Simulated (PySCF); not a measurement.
## Where the electron goes

Compound: C8H11GaS.
SMILES with atom numbers: `[cH:1]1[cH:2][s:3][c:4]([Ga:5]2[CH2:6][CH2:7][CH2:8][CH2:9]2)[cH:10]1` (hydrogens: H11 on C1; H12 on C2; H13, H14 on C6; H15, H16 on C7; H17, H18 on C8; H19, H20 on C9; H21 on C10)

Structure used (PBE0-D3(BJ)/def2-SVP), in Å, numbered top down from 1:
```xyz
21
C8H11GaS angstrom
C      4.0413   -0.1062   -0.1674
C      4.0501    1.2579   -0.3345
S      2.4621    1.8930   -0.3430
C      1.7340    0.3406   -0.1220
Ga    -0.1838    0.1002   -0.0042
C     -1.2846   -1.5302    0.2356
C     -2.6533   -0.9124    0.5604
C     -2.8864    0.3790   -0.2430
C     -1.7130    1.3569   -0.0769
C      2.7254   -0.6234   -0.0469
H      4.9475   -0.7129   -0.1326
H      4.9147    1.9112   -0.4514
H     -1.3202   -2.0757   -0.7255
H     -0.9415   -2.2502    0.9932
H     -3.4805   -1.6214    0.3833
H     -2.6935   -0.6639    1.6370
H     -2.9871    0.1106   -1.3109
H     -3.8496    0.8341    0.0456
H     -1.7801    1.8882    0.8903
H     -1.6776    2.1310   -0.8577
H      2.5057   -1.6840    0.0934
```

Method used: TDDFT PBE0/def2-SVPD, vertical, gas phase, core orbitals frozen in the response in PySCF 2.14.0, density-fitted response routines. The PBE0/def2-SVPD calculation is non-relativistic and has no spin–orbit coupling, an omission that weighs most on gallium.

Kohn–Sham orbitals with the atoms that hold most of them (Löwdin shares over 4%, at most four atoms; ? is withheld):

| orbital | ε (eV) | atoms |
| --- | --- | --- |
| LUMO+2 | 0.13 | Ga5 19%, S3 17%, C1 14%, C4 14% |
| LUMO+1 | 0.04 | Ga5 52%, S3 6% |
| LUMO | ? | ? |
| HOMO | -6.85 | ? |
| HOMO-1 | -7.03 | C4 30%, C2 27%, C10 15%, C1 14% |
| HOMO-2 | -7.32 | S3 42%, C1 20%, C10 19%, C2 8% |
| HOMO-3 | -7.92 | C4 18%, Ga5 17%, C9 12%, C6 12% |

Which atoms hold the HOMO, and with what shares?

C6 (bonded to C, Ga and 2 H) 26%; C9 (bonded to C, Ga and 2 H) 26%; Ga5 (bonded to 3 C) 20%; C7 (bonded to 2 C and 2 H) 4%. By element: carbon 56% or more, gallium 20%.

Which atoms hold the LUMO, and with what shares?

Ga5 (bonded to 3 C) 27%; C4 (bonded to C, Ga and S) 16%; C2 (bonded to C, S and H) 13%; S3 (bonded to 2 C) 12%. By element: carbon 28% or more, gallium 27%, sulfur 12%.

What is the LUMO energy, and the HOMO–LUMO gap?

ε(LUMO) = -1.31 eV; the gap is 5.53 eV (0.2033 hartree).

The HOMO–LUMO gap is 5.53 eV. Where does the response calculation put the lowest singlet, and from which orbitals?

S1 is at 4.30 eV (f = 0.0000), 1.23 eV below the gap, made of HOMO→LUMO (97%). Without the coupling terms of the response equations the lowest excitation would equal the gap.

One configuration dominates each of S1, S2, S3, S5 and S7. Which, and how do the shares of the two leading atoms of either orbital change from the occupied to the empty one?

- S1 (4.30 eV, f 0.0000), HOMO→LUMO (97%): C6 26% → at most 12%, C9 26% → at most 12%, Ga5 20% → 27%, C4 at most 5% → 16%
- S2 (5.00 eV, f 0.258), HOMO-1→LUMO (88%): C4 30% → 16%, C2 27% → 13%, Ga5 at most 14% → 27%
- S3 (5.19 eV, f 0.046), HOMO-2→LUMO (87%): S3 42% → 12%, C1 20% → at most 12%, Ga5 at most 9% → 27%, C4 at most 9% → 16%
- S5 (5.89 eV, f 0.015), HOMO→LUMO+1 (97%): C6 26% → at most 4%, C9 26% → at most 4%, Ga5 20% → 52%, S3 at most 5% → 6%
- S7 (6.14 eV, f 0.0058), HOMO-1→LUMO+1 (93%): C4 30% → at most 4%, C2 27% → at most 4%, Ga5 at most 14% → 52%, S3 at most 14% → 6%

One conformer stands for the species.
